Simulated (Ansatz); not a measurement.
The same atomization along the group O, S, Se.

Isolated molecules relaxed with PBE0-D4/def2-TZVP in Ansatz; ΔE leaves out vibrations. CBS: MP2 limit from def2 TZ/QZ plus the TZ coupled-cluster correction, frozen cores. This one scheme is used for every species, atoms too. DFT in def2-TZVPP. Open shells (•) are unrestricted, without spin–orbit coupling. Spin–orbit coupling would lower the free atoms: a little for C, O, S; clearly for Ge, Se. Bonds to Ge, Se are less sure, by a few kJ/mol each and by 10 to 20 or more in all where they break to atoms, as the def2 sets lack core-valence functions. Scalar relativity is left out up to krypton. Each species was taken in one conformer, which may not be the lowest.

```tsv
reaction	B97M-V (kcal/mol)	CCSD(T)/CBS(def2) (kcal/mol)
`C[O][GeH2][CH3]` → 2 C• + Ge• + 8 H• + O•	1008.2	1007.3
`C[S][GeH2][CH3]` → 2 C• + Ge• + 8 H• + S•	977.9	972.7
`[CH3][GeH2][Se]C` → 2 C• + Ge• + 8 H• + Se•	959.8	959.8
```

Largest T1 diagnostic: 0.011, for `C[O][GeH2][CH3]`.

For atomizations the MP2-based limit and the directly extrapolated one differ by several kJ/mol either way, and by 10 to 25 for some Ge, Se and Sn compounds, so smaller differences from it don't rank the levels.
